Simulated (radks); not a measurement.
The mean radii <r> (bohr) of the occupied orbitals of an atom or ion are listed with their occupations. Calculated with a radial shooting solver on a logarithmic mesh with Libxc functionals: non-relativistic Kohn-Sham, MS2 meta-GGA, spin-polarised, spherical densities, point nucleus; meta-GGA in the generalised Kohn-Sham scheme.

orbital  occ.      <r>
1s up       1  0.02075
1s down     1  0.02075
2s up       1  0.08727
2s down     1  0.08716
2p up       3  0.07387
2p down     3  0.07378
3s up       1   0.2129
3s down     1   0.2134
3p up       3   0.2023
3p down     3   0.2029
3d up       5   0.1758
3d down     1   0.1764

Name the element and its charge. Open shells, if any, are filled with parallel spins first.

Answer. Z = 73, tantalum, charge +49: Ta49+ in [Ar] 3d6. The 1s radius gives Z: for a bare nucleus <r> = 1.5/Z, 0.02055 bohr for Z = 73, and screening makes it slightly larger (0.02075 here). The occupations add up to 24, and the charge is Z minus that.
